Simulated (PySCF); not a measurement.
Compound: H9OPSi3.
Atom-mapped SMILES: `[SiH3:1][O:2][SiH2:3][SiH2:4][PH2:5]` (hydrogens: H6, H7, H8 on Si1; H9, H10 on Si3; H11, H12 on Si4; H13, H14 on P5)

Method: PBE0-D3(BJ)/def2-SVP geometry optimisation, gas phase in PySCF; density fitting, grid level 1; the optimiser is geomeTRIC in internal coordinates, started from a GFN2-xTB structure with every atom displaced at random (about 0.01 Å).

Step 0: E = -35089.1437 eV
```
atom  x, y, z in Å  |  force x, y, z in eV/Å
Si1    -3.0391   -0.4420   -0.0356   -1.023   0.787  -0.239
O2     -1.5379   -0.1244    0.4132    0.592  -0.406  -0.077
Si3    -0.2629    0.6334    1.0339    0.788   0.107   0.581
Si4     1.5848   -0.5011    0.1329   -0.084   0.065   0.239
P5      3.4578    0.3749    0.9174   -0.293   0.618   1.907
H6     -3.9377   -0.1499    1.0983   -0.408  -0.117   0.192
H7     -3.3484    0.4819   -1.1506   -0.325   0.008  -0.298
H8     -3.0299   -1.8167   -0.4371   -0.387  -1.164  -0.393
H9     -0.3600    2.0598    0.6933    0.284   0.535  -0.211
H10    -0.3936    0.5512    2.5105    0.324  -0.032   0.274
H11     1.6020   -0.5342   -1.3302   -0.245   0.154  -0.679
H12     1.6696   -1.9218    0.5247   -0.251  -0.362   0.274
H13     3.3370    1.5685    0.2016   -0.083   0.654  -0.321
H14     4.2512   -0.1946   -0.0201    1.110  -0.847  -1.248
```

Task: Estimate the geometry and energy of step 1. (The exact step hangs on the optimiser's Hessian estimate; all steps are aligned on step 0, rigid shifts and turns removed.)

Result: E = -35089.5204 eV, largest force 0.351 eV/Å
```
atom  x, y, z in Å  |  force x, y, z in eV/Å
Si1    -3.1201   -0.4458   -0.0526    0.230   0.258   0.063
O2     -1.5661   -0.1238    0.4103   -0.066  -0.060  -0.040
Si3    -0.2363    0.6313    1.0430   -0.194  -0.185  -0.018
Si4     1.6293   -0.4847    0.1563    0.059  -0.080  -0.066
P5      3.5463    0.4028    0.9497    0.148   0.160   0.179
H6     -4.0535   -0.1916    1.0807   -0.065  -0.052   0.054
H7     -3.4972    0.4490   -1.1847   -0.033  -0.009  -0.057
H8     -3.1920   -1.8621   -0.4814   -0.069  -0.155  -0.044
H9     -0.2581    2.0775    0.6764    0.100   0.085  -0.045
H10    -0.2896    0.5357    2.5329    0.104   0.008   0.037
H11     1.5901   -0.4974   -1.3358   -0.099   0.085  -0.098
H12     1.6489   -1.9165    0.5810   -0.112  -0.041   0.092
H13     3.4172    1.6195    0.2137   -0.012   0.032  -0.017
H14     4.3739   -0.2089   -0.0371    0.011  -0.046  -0.041
```

The energy changes by -0.3767 eV. The first-order estimate −F·Δx gives -0.6951 eV and the mean of the old and new forces, exact on a quadratic surface, -0.3850 eV. The step makes an angle of 62° with the force vector and moves no atom by more than 0.174 Å.

The cost below is that of the whole optimisation. The run took 81 s wall on an Arm Neoverse V2 with one thread, shared host with 192 logical CPUs at a one-minute load of 24, and the process peaked at 0.54 GiB of memory.
